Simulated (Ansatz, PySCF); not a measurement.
Gas-phase reaction (SMILES): [F][Al]([Cl])[Cl] + N (NH3) -> [NH2][Al]([Cl])[Cl] + F (HF); ammonia cleaves one Al-F bond, a model of a ligand-exchange step.

Structures are relaxed separately at B3LYP-D3(BJ)/def2-TZVP in Ansatz (an electronic-structure program), one conformer each, not searched for the lowest. Valence correlation only, unless marked. Spin-orbit coupling is left out. Non-relativistic. Basis-set limits of correlation are two-point, X^-3; Hartree-Fock from the larger set (for Q and 5 zeta extrapolated as (X+1)exp(-9√X)). Thermal terms are rigid-rotor harmonic-oscillator values from B3LYP-D3(BJ) frequencies (Ansatz or PySCF) at 298.15 K and 1 atm. 1 Eh = 627.5095 kcal/mol.

| species | E, CCSD(T)/CBS(cc-pV(Q+d)Z,cc-pV(5+d)Z) (Ansatz) (Eh) | E, PBE0-D4/def2-TZVPD (Ansatz + dftd4) (Eh) | H - E (Eh) |
|---|---|---|---|
| [F][Al]([Cl])[Cl] | -1261.58029 | -1262.46788 | 0.01172 |
| N (NH3) | -56.50471 | -56.51535 | 0.03799 |
| [NH2][Al]([Cl])[Cl] | -1217.65884 | -1218.55973 | 0.03578 |
| F (HF) | -100.39528 | -100.39487 | 0.01259 |

Question: Work out ΔE and ΔH at 298.15 K at the first level, then ΔH at the second.

Answer: 
1. ΔE = [(-1217.65884) + (-100.39528)] - [(-1261.58029) + (-56.50471)] = 0.03088 Eh = 19.4 kcal/mol at CCSD(T)/CBS(cc-pV(Q+d)Z,cc-pV(5+d)Z).
2. The terms H - E add up to -0.00134 Eh, so ΔH = (0.03088 + (-0.00134))×627.5095 = 18.5 kcal/mol.
3. At PBE0-D4/def2-TZVPD the same steps give ΔE = 18.0 and ΔH = 17.1 kcal/mol, a shift of -1.4 from the first level.
4. These values are not checked against measurement here, since the tables used lack a sound gas-phase enthalpy of formation for at least one species.
